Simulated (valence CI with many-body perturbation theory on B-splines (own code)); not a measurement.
Level structure of Pr LII

Method: configuration interaction combined with many-body perturbation theory (CI+MBPT): six valence electrons over a frozen Dirac-Fock core [He], a basis of 9 s, 9 p, 8 d, 6 f, 3 g, 1 h functions for each j, with the one-electron correlation potential Σ1 (screened to all orders), the two-electron term Σ2, the three-electron term Σ3, Breit, model QED; selected single and double excitations, second order for the rest, scaled by the run's own slope (own B-spline code, finite nucleus).

No measured spectrum was set against this ion. As an estimate, large intervals hold to a few tenths of a per cent, small ones and those within an open d or f shell to about a per cent. Among the levels kept, up to 2400 cm⁻¹ of a level comes from second order outside the variational space, and about a tenth of that is noise between levels of different J, which matters for small intervals.

Levels 46 to 66 of 66, with energies above the lowest level, (2s^2 2p1/2^2 2p3/2^2) J=2. "Leading %" is the weight of the configuration and term that name the level; weights of strongly mixed levels are sums over their largest components and can fall short, so below about 35 % the name and the second component can differ from the true leading terms, or belong to a minority configuration. In the jj column 3d3/2^4 stands for four electrons in 3d with j = 3/2. Lifetimes count E1, E2, E3, M1 and M2 decay at the calculated energies, and are blank where another channel may lead or the interval is too uncertain; long ones can be off by a factor of two.

```tsv
No.	Configuration	Term	J	E (Ry)	Leading %	g	Lifetime	Leading jj
46	2s²2p³3p	³P	1	451.21	74	1.437	182 fs	2s^2 2p1/2 2p3/2^2 3p3/2 (95 %)
47	2s2p⁴3s	³P	2	451.26	44	1.331	16.7 fs	2s 2p1/2^2 2p3/2^2 3s (73 %)
48	2s²2p³3p	¹D	2	452.45	24	1.211	70.2 fs	2s^2 2p1/2 2p3/2^2 3p3/2 (80 %)
49	2s²2p³3p	³P	1	452.68	41	1.535	132 fs	2s^2 2p1/2 2p3/2^2 3p3/2 (87 %)
50	2s²2p³3p	³D	2	453.39	37	1.150	381 fs	2s^2 2p1/2 2p3/2^2 3p3/2 (96 %)
51	2s²2p³3d	⁵D°	1	455.34	45	1.022	12.5 fs	2s^2 2p1/2 2p3/2^2 3d3/2 (99 %)
52	2s²2p³3d	⁵D°	2	455.45	38	1.094	10.5 fs	2s^2 2p1/2 2p3/2^2 3d3/2 (96 %)
53	2s²2p³3d	⁵D°	0	455.51	53		8.95 fs	2s^2 2p1/2 2p3/2^2 3d3/2 (98 %)
54	2s²2p³3d	³G°	3	455.77	33	1.139	3.20 fs	2s^2 2p1/2 2p3/2^2 3d3/2 (81 %)
55	2s2p⁴3s	³S	1	456.16	50	1.907	26.6 fs	2s 2p1/2^2 2p3/2^2 3s (88 %)
56	2s2p⁴3p	⁵P°	2	456.40	29	1.563	6.12 fs	2s 2p1/2^2 2p3/2^2 3p1/2 (90 %)
57	2s2p⁴3p	³D°	3	456.54	21	1.250	4.70 fs	2s 2p1/2^2 2p3/2^2 3p1/2 (65 %)
58	2s2p⁴3s	³P	2	456.56	50	1.374	59.9 fs	2s 2p1/2^2 2p3/2^2 3s (96 %)
59	2s2p⁴3s	³P	1	456.58	36	1.070	12.8 fs	2s 2p1/2^2 2p3/2^2 3s (92 %)
60	2s²2p³3d	³G°	4	456.97	53	1.041	5.95 ps	2s^2 2p1/2 2p3/2^2 3d3/2 (99 %)
61	2s2p⁴3s	¹S	0	457.56	62		24.8 fs	2s 2p1/2^2 2p3/2^2 3s (99 %)
62	2s²2p³3d	⁵D°	4	457.82	54	1.287	23.4 ps	2s^2 2p1/2 2p3/2^2 3d5/2 (99 %)
63	2s²2p³3d	³P°	2	457.90	32	1.243	2.13 fs	2s^2 2p1/2 2p3/2^2 3d3/2 (84 %)
64	2s²2p³3d	³D°	3	457.96	53	1.299	50.0 fs	2s^2 2p1/2 2p3/2^2 3d5/2 (98 %)
65	2s²2p³3d	³S°	1	458.10	28	1.279	1.52 fs	2s^2 2p1/2 2p3/2^2 3d3/2 (84 %)
66	2s²2p³3d	³D°	3	458.13	31	1.196	3.24 fs	2s^2 2p1/2 2p3/2^2 3d3/2 (79 %)
```
